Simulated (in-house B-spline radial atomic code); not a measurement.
The numbers below are computed, except where a source is named.
# Making a Troullier-Martins p channel for Sb, r_c = 0.77 bohr

Sb, [Kr] 4d10 5s2 5p3, non-relativistic LDA (VWN5), spherical and spin-unpolarised, from a B-spline radial code for spherical atoms (atomic units). The all-electron 4p level is ε = -3.646575 hartree, its outermost node lies just inside 0.41 bohr and its outer maximum at 0.77 bohr.

Inside r_c the pseudo-orbital is u(r) = r^2 exp(p(r)), with p = c0 + c2 r² + c4 r⁴ + … + c12 r¹². The seven coefficients follow from p and its first four derivatives at r_c, from zero curvature of the screened potential at the origin, c4 = −c2²/(2l + 5), and from the norm inside r_c. At r_c the all-electron orbital has P = 1.239136, P' = 0.04135353, the screened potential V = -10.18987, V' = 29.93053, V'' = -113.5306, and the norm inside is Q = 0.3888711.

Problem. What are p, p' and p'' at r_c?

Solution. p = ln(P/r_c^2) = ln(1.239136/0.5929) = 0.73714. p' = P'/P − 2/r_c = 0.03337 − 2.59740 = -2.56403. The radial equation gives p'' = 2(V − ε) − 2(2) p'/r_c − p'² = -13.08659 − (-13.31964) − 6.57425 = -6.34120. Differentiating, p''' = 2V' + 2(2)p'/r_c² − 2(2)p''/r_c − 2p'p'' = 42.986, and p'''' = 2V'' − 4(2)p'/r_c³ + 4(2)p''/r_c² − 2(2)p'''/r_c − 2p''² − 2p'p''' = -350.98.

For a trial c2 the five matching conditions are linear in c0, c6, c8, c10 and c12, and c2 is varied until the norm inside r_c equals Q. The root nearest zero gives:

```
 n         c_n
 0    1.382796
 2   -1.129117
 4  -0.1821291
 6    11.97554
 8   -43.54842
10    54.47979
12   -23.44089
```

Problem. Check c4 and p(r_c), and find the screened pseudopotential at the origin.

Solution. −c2²/7 = -0.182129, as listed. The terms c_n r_c^n are 1.38280, -0.66945, -0.06402, 2.49597, -5.38144, 3.99156, -1.01827, which sum to 0.73714. Inverting the radial equation, V_l(r) = ε + 2 p'/r + (p'' + p'²)/2, so V_l(0) = ε + (2l + 3) c2 = -3.646575 + 5 × (-1.12912) = -9.2922 hartree, finite where the all-electron potential diverges.

Orbitals and screened potentials:

```json
{"r (bohr)": "0.077", "P": "0.4303", "u": "0.02348", "V all-electron": "-474.6", "V pseudo": "-9.281"}
{"r (bohr)": "0.192", "P": "-0.5332", "u": "0.141", "V all-electron": "-131.2", "V pseudo": "-8.947"}
{"r (bohr)": "0.308", "P": "-0.5464", "u": "0.3416", "V all-electron": "-60.51", "V pseudo": "-7.812"}
{"r (bohr)": "0.424", "P": "0.1423", "u": "0.6013", "V all-electron": "-34.28", "V pseudo": "-6.908"}
{"r (bohr)": "0.539", "P": "0.7797", "u": "0.8917", "V all-electron": "-21.66", "V pseudo": "-8.472"}
{"r (bohr)": "0.654", "P": "1.136", "u": "1.142", "V all-electron": "-14.58", "V pseudo": "-11.53"}
{"r (bohr)": "0.77", "P": "1.239", "u": "1.239", "V all-electron": "-10.19", "V pseudo": "-10.19"}
```

Logarithmic derivatives P'/P at R = 1.07 bohr, for energies E around ε:

| E − ε (hartree) | all-electron | pseudo |
| --- | --- | --- |
| -0.5 | -0.777766 | -0.779107 |
| -0.25 | -1.13932 | -1.13972 |
| -0.1 | -1.3784 | -1.37847 |
| 0 | -1.54842 | -1.54842 |
| 0.1 | -1.72789 | -1.72797 |
| 0.25 | -2.01684 | -2.01742 |
| 0.5 | -2.56066 | -2.56347 |

Problem. With P(R) = 0.939902 and a norm of 0.7712154 inside R, what slope in energy does norm conservation fix?

Solution. d(P'/P)/dE = −2 × (norm inside R)/P(R)² = -1.7460 per hartree·bohr at E = ε, for both atoms, since orbital and norm agree at R. Differences over ±0.1 hartree give -1.7474 (all-electron) and -1.7475 (pseudo), which also hold third-order terms. Half a hartree below ε the two curves differ by -0.0013.
